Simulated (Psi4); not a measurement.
C₆H₁₅N, charge -1, doublet, at the geometry of the source list (a state made from the parent by changing its charge; the spin is typed, not shown lowest) (a gas-phase anion, which may not be bound at this level); Psi4 with MP2.5/STO-3G.

Input for Psi4:
```
memory 2 GB

molecule {
-1 2
C    -1.63280000    2.00740000   -0.07850000
C    -0.53900000    1.21580000   -0.78680000
N     0.27560000    0.42480000    0.12060000
C    -0.46420000   -0.53370000    0.92190000
C    -1.15730000   -1.67550000    0.16420000
C     1.43080000   -0.12360000   -0.57030000
C     2.44520000   -0.76550000    0.36970000
H    -1.21380000    2.53510000    0.77460000
H    -2.05410000    2.73550000   -0.76830000
H    -2.43850000    1.36360000    0.26460000
H    -0.98980000    0.60180000   -1.58830000
H     0.13710000    1.92760000   -1.27090000
H     0.23150000   -0.95860000    1.64710000
H    -1.21220000    0.02310000    1.48840000
H    -0.43330000   -2.27640000   -0.38070000
H    -1.88830000   -1.28700000   -0.54060000
H    -1.67270000   -2.31900000    0.87260000
H     1.14470000   -0.84960000   -1.35370000
H     1.91850000    0.71640000   -1.07510000
H     2.08750000   -1.71390000    0.76200000
H     3.36980000   -0.95250000   -0.17220000
H     2.65550000   -0.09580000    1.19980000
}

set {
  basis sto-3g
  reference uhf
}

energy('mp2.5')
print_variables()
```

Output, abridged:

```
    Information: MP2.5 default algorithm changed to DF in August 2020. Use `set mp_type conv` for previous behavior.
    For method 'MP2.5', SCF Algorithm Type (re)set to DISK_DF.

   => Loading Basis Set <=

    Name: STO-3G
    Role: ORBITAL
    Keyword: BASIS

         ---------------------------------------------------------
                                   SCF
               by Justin Turney, Rob Parrish, Andy Simmonett
                          and Daniel G. A. Smith
                              UHF Reference
         ---------------------------------------------------------

  ==> Geometry <==

    Molecular point group: c1
    Full point group: C1

    Geometry (in Angstrom), charge = -1, multiplicity = 2:

       Center              X                  Y                   Z               Mass
    ------------   -----------------  -----------------  -----------------  -----------------
         C           -1.677209860462     1.939230757757    -0.096195429084    12.000000000000
         C           -0.583409860462     1.147630757757    -0.804495429084    12.000000000000
         N            0.231190139538     0.356630757757     0.102904570916    14.003074004430
         C           -0.508609860462    -0.601869242243     0.904204570916    12.000000000000
         C           -1.201709860462    -1.743669242243     0.146504570916    12.000000000000
         C            1.386390139538    -0.191769242243    -0.587995429084    12.000000000000
         C            2.400790139538    -0.833669242243     0.352004570916    12.000000000000
         H           -1.258209860462     2.466930757757     0.756904570916     1.007825032230
         H           -2.098509860462     2.667330757757    -0.785995429084     1.007825032230
         H           -2.482909860462     1.295430757757     0.246904570916     1.007825032230
         H           -1.034209860462     0.533630757757    -1.605995429084     1.007825032230
         H            0.092690139538     1.859430757757    -1.288595429084     1.007825032230
         H            0.187090139538    -1.026769242243     1.629404570916     1.007825032230
         H           -1.256609860462    -0.045069242243     1.470704570916     1.007825032230
         H           -0.477709860462    -2.344569242243    -0.398395429084     1.007825032230
         H           -1.932709860462    -1.355169242243    -0.558295429084     1.007825032230
[...]
  @DF-UHF Final Energy:  -286.40228382540670
    Total Energy =                       -286.4022838254066983
  DIE_IF_NOT_CONVERGED          => (empty)
[...]
 ==============================================================================
 ==============================================================================

	MO spaces...

	 FC   AOCC   BOCC  AVIR   BVIR   FV
	------------------------------------------
	  0    30    29    20     21     0

	Number of basis functions in the DF-CC basis: 546

	Total memory requirement for DF+CC int:     18.90 MB

	Computing DF-MP2 energy ...
	=======================================================================
	Nuclear Repulsion Energy (a.u.)    :   341.12071454876201
	DF-HF Energy (a.u.)                :  -286.40228382540670
	REF Energy (a.u.)                  :  -286.40228382540670
	Alpha-Alpha Contribution (a.u.)    :    -0.02708292126402
	Alpha-Beta Contribution (a.u.)     :    -0.31903441006708
	Beta-Beta Contribution (a.u.)      :    -0.02001699388089
	Scaled_SS Correlation Energy (a.u.):    -0.01569997171497
	Scaled_OS Correlation Energy (a.u.):    -0.38284129208050
	DF-SCS-MP2 Total Energy (a.u.)     :  -286.80082508920214
	DF-SOS-MP2 Total Energy (a.u.)     :  -286.81702855849392
	DF-SCS(N)-MP2 Total Energy (a.u.)  :  -286.48517967606170
	DF-MP2 Correlation Energy (a.u.)   :    -0.36613432521199
	DF-MP2 Total Energy (a.u.)         :  -286.76841815061869
	=======================================================================

	=======================================================================
	================ MP2.5 FINAL RESULTS ==================================
	=======================================================================
	Nuclear Repulsion Energy (a.u.)    :   341.12071454876201
	SCF Energy (a.u.)                  :  -286.40228382540670
	REF Energy (a.u.)                  :  -286.40228382540670
	Alpha-Alpha Contribution (a.u.)    :    -0.02710508260529
	Alpha-Beta Contribution (a.u.)     :    -0.35836353181436
	Beta-Beta Contribution (a.u.)      :    -0.01976536650085
	DF-MP3 Correlation Energy (a.u.)   :    -0.44433363662904
	DF-MP3 Total Energy (a.u.)         :  -286.84661746203574
	DF-MP2.5 Correlation Energy (a.u.) :    -0.40523398092050
	DF-MP2.5 Total Energy (a.u.)       :  -286.80751780632721
	=======================================================================

  Variable Map:
  ----------------------------------------------------------------------------
[...]
  Array Variable Map:
  ----------------------------------------------------------------------------
[...]
[...]
```
